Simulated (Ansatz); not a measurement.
Input for Ansatz (a quantum-chemistry and plane-wave program): R-CCSD(T)/aug-cc-pVDZ on C2H3F (a complex), monomers drawn apart or pushed together.

Ansatz 0.2 input:
```yaml
crystal:
  periodic: [false, false, false]
  atoms:
    - {symbol: F, position_ang: [-0.03245971, -0.01161536, 0.34874149]}
    - {symbol: H, position_ang: [-0.01822541, -0.00444956, 1.28328892]}
    - {symbol: C, position_ang: [0.25991778, -0.53396066, 3.72813953]}
    - {symbol: C, position_ang: [-0.22529942, 0.56161702, 3.72715565]}
    - {symbol: H, position_ang: [0.69086481, -1.50660848, 3.73705001]}
    - {symbol: H, position_ang: [-0.65605278, 1.53436615, 3.73432977]}
basis:
  gaussian:
    orbitals: aug-cc-pVDZ
magnetization: {spin_polarized: false}
correlation: {method: ccsd_t, electrons: outside_noble_gas}
scf: {lower_state_search: off}
```

Task: Predict the final total energy.

Result: -177.3894 hartree (reference determinant -176.8662, T1 diagnostic 0.012).

Task: How many basis functions does it have, and what does it roughly cost on one machine?

Result: 96 functions; around 6 core-seconds (rough).
